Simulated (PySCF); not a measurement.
V(NH2)4: job file, command and log (PySCF 2.14; CASSCF of the metal shell, NEVPT2 and spin-orbit coupling).

```
{"job": {"kind": "lf", "basis": {"metal": "x2c-TZVPall", "ligand": "x2c-SVPall"}, "nevpt": true}, "charge": 0, "metal": "V", "open_shell": "d1"}
V      0.000000     0.000000     0.000000
N      0.968877     1.112018     1.112018
H      1.413455     0.789975     1.961534
H      1.413455     1.961534     0.789975
N      0.968877    -1.112018    -1.112018
H      1.413455    -0.789975    -1.961534
H      1.413455    -1.961534    -0.789975
N     -0.968877    -1.112018     1.112018
H     -1.413455    -1.961534     0.789975
H     -1.413455    -0.789975     1.961534
N     -0.968877     1.112018    -1.112018
H     -1.413455     1.961534    -0.789975
H     -1.413455     0.789975    -1.961534
```

```bash
OMP_NUM_THREADS=1 python lf_run.py task.json out
```

```
basis functions 144, electrons 59, active (1e, 5o)
stage 1: DIIS on the effective Fock matrix, level shift 0.30
cycle   1  E = -1170.3765453590  dE = -1.170e+03  max|g| = 2.206e-01
cycle   2  E = -1170.4261824705  dE = -4.964e-02  max|g| = 3.989e-01
cycle   3  E = -1170.3891560102  dE =  3.703e-02  max|g| = 3.841e-01
cycle   4  E = -1170.4838593331  dE = -9.470e-02  max|g| = 2.069e-01
cycle   5  E = -1170.5184330542  dE = -3.457e-02  max|g| = 5.353e-02
cycle   6  E = -1170.5194713033  dE = -1.038e-03  max|g| = 5.348e-02
cycle   7  E = -1170.5207548577  dE = -1.284e-03  max|g| = 3.440e-02
cycle   8  E = -1170.5213481693  dE = -5.933e-04  max|g| = 1.543e-02
cycle   9  E = -1170.5214870247  dE = -1.389e-04  max|g| = 9.714e-03
cycle  10  E = -1170.5214952631  dE = -8.238e-06  max|g| = 9.150e-03
cycle  11  E = -1170.5214614053  dE =  3.386e-05  max|g| = 1.217e-02
cycle  12  E = -1170.5214193165  dE =  4.209e-05  max|g| = 1.472e-02
cycle  13  E = -1170.5213187246  dE =  1.006e-04  max|g| = 1.932e-02
cycle  14  E = -1170.5211868551  dE =  1.319e-04  max|g| = 2.387e-02
cycle  15  E = -1170.5210100452  dE =  1.768e-04  max|g| = 2.863e-02
cycle  16  E = -1170.5207797199  dE =  2.303e-04  max|g| = 3.345e-02
stage 2: quasi-Newton rotations from the point of smallest gradient
cycle  18  E = -1170.5215107878  dE = -1.552e-05  max|g| = 7.812e-03
cycle  19  E = -1170.5215483320  dE = -3.754e-05  max|g| = 1.050e-03
cycle  20  E = -1170.5215510900  dE = -2.758e-06  max|g| = 5.156e-04
cycle  21  E = -1170.5215517654  dE = -6.755e-07  max|g| = 1.240e-04
cycle  22  E = -1170.5215517939  dE = -2.850e-08  max|g| = 2.925e-05
cycle  23  E = -1170.5215517981  dE = -4.154e-09  max|g| = 1.206e-05
cycle  24  E = -1170.5215517984  dE = -2.656e-10  max|g| = 2.770e-06
converged average energy = -1170.5215517984

 mult deg   label        CASSCF/cm-1   NEVPT2/cm-1
   2   1   2B1                 0.0           0.0
   2   1   2A1              9728.8       12910.1
   2   2   2E              17061.3       19746.2
   2   1   2B2             21717.5       25230.9

spin-orbit levels / cm-1
      0.00  x2  2B1 1.00
  12905.00  x2  2A1 1.00
  19703.92  x2  2E 1.00
  19800.01  x2  2E 1.00
  25235.69  x2  2B2 1.00
```

The job took 5.7 s on one thread of Arm Neoverse V2 (shared host), with 144 basis functions, launched as `OMP_NUM_THREADS=1 python lf_run.py task.json out`.

Charge-transfer states lie outside this active space and may come lower than some of these levels. NEVPT2 lifts 2A1 (from 2E) from 9729 to 12910 cm⁻¹; on the d shell alone such lifts tend to overshoot. An active orbital has only 0.71 squared overlap with the free ion's shell, so the metal shell alone is a small active space here. NEVPT2 on the d shell alone tends to put d–d bands too high for such charged or covalently bound ions.
